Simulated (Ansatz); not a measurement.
Cost and result up the ladder for GeEt3(NHMe) (C7H19GeN) (28 atoms). The state is a singlet with charge 0. Geometry: r2SCAN-D4/def2-SVP.

Cartesian coordinates in Å:
```
Ge 0.003 0.027 -0.035
C 0.019 0.003 1.928
C 1.342 -0.504 2.503
H -0.828 -0.612 2.278
H -0.190 1.029 2.280
H 1.360 -0.459 3.605
H 1.532 -1.551 2.215
H 2.191 0.090 2.128
C -1.765 0.568 -0.725
C -2.172 1.969 -0.269
H -2.513 -0.181 -0.411
H -1.726 0.515 -1.828
H -3.134 2.288 -0.705
H -2.278 2.025 0.827
H -1.417 2.719 -0.558
C 0.523 -1.716 -0.773
C -0.385 -2.857 -0.313
H 1.571 -1.900 -0.477
H 0.524 -1.645 -1.875
H -0.071 -3.828 -0.731
H -0.383 -2.961 0.785
H -1.432 -2.695 -0.620
N 1.320 1.242 -0.502
C 1.582 1.537 -1.898
H 1.304 2.087 0.066
H 2.533 2.086 -2.017
H 1.695 0.596 -2.463
H 0.795 2.129 -2.416
```

Ansatz on 4 threads of Intel Xeon Platinum 8259CL on a shared host. Times are rough, and most runs start from the orbitals of an earlier one. CAM-B3LYP-D4/def2-TZVP serves as the yardstick here, not as an exact answer. Differences are given only for rows in sets of like size (and for xTB, whose basis is part of the method), since another set adds its own error. Binding counts from free atoms at the same level (Ge triplet, C triplet, H doublet, N quartet; other spins of the atoms weren't run), without zero-point energy or a counterpoise term.

Correlated methods freeze 17 core orbitals; core or outer-core shells of Ge are correlated, in sets that lack core-valence functions. The rows differ in basis, and correlated rows in double-zeta sets carry the largest basis error.

Correlated methods converge slowly with the basis, most of all in double-zeta sets.

```
                             level  functions  wall time  binding energy per atom (eV)  difference from CAM-B3LYP-D4/def2-TZVP (eV)
                         HF/STO-3G         77      1.2 s                          3.77                                            –
                   PBE-D4/def2-SVP        239        5 s                          4.03                                            –
                  PBE-D4/def2-TZVP        410      9.5 s                          4.00                                         0.04
                  PBE0-D4/def2-SVP        239       10 s                          3.99                                            –
                      MP2/def2-SVP        239       11 s                          3.79                                            –
               r2SCAN-D4/def2-TZVP        410       17 s                          3.94                                        -0.02
                 PBE0-D4/def2-TZVP        410       24 s                          3.96                                         0.00
            CAM-B3LYP-D4/def2-TZVP        410       24 s                          3.96                                         0.00
r2SCAN0-D4/def2-TZVP (with forces)        410       43 s                          3.91                                        -0.05
```
